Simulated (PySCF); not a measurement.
Isomers C₃H₁₂FPSi₃:

A. `P[Si@H]1C[SiH2][C@H](F)[SiH2]C1`
B. SMILES F[C@@H]1CC[SiH2][SiH2][Si@@H]1P
C. SMILES F[C@@H]1CC[SiH2][SiH2][Si@H]1P

Spectrum 1. $^{13}$C{$^{1}$H} NMR (computed): δ 91.9 (CH), 30.3 (CH2), 4.2 (CH2).

Spectrum 2. $^{13}$C{$^{1}$H} NMR (computed): δ 91.4 (CH), 33.1 (CH2), 2.5 (CH2).

Spectrum 3. $^{13}$C{$^{1}$H} NMR (computed): δ 82.1 (CH), -6.1 (CH2).

PySCF calculation with geometry: GFN2-xTB and shieldings: GIAO PBE0/pcSseg-1; single conformer, relativity neglected, one averaged value for each set of equivalent atoms, isolated molecule.

Chemical shifts δ = σref − σ; $^{13}$C (186.93 ppm) vs TMS, all at this level. Splittings of carbon signals by F and P are missing where no couplings were computed. Shifts are as computed. Against solution values, carbons near 30 ppm lie about +3 ppm off and those near 130 ppm about +5 ppm. Of 1211 compounds with measured shifts, 218 miss one by over three times the rms of a fit or turn the order of signals round; such compounds aren't used in these exercises.

**Question.** Match each spectrum to its structure.

**Answer.** 1–C, 2–B, 3–A.

- Spectrum 1 (C): 3 $^{13}$C signals; δC 91.9 is an sp3 CH bonded to F and Si; δC 30.3 is an sp3 CH2 in a ring.
- Spectrum 2 (B): 3 $^{13}$C signals; δC 91.4 is an sp3 CH bonded to F and Si; δC 33.1 is an sp3 CH2 in a ring.
- Spectrum 3 (A): 2 $^{13}$C signals; δC 82.1 is an sp3 CH bonded to F and 2 Si; δC -6.1 is an sp3 CH2 bonded to 2 Si.
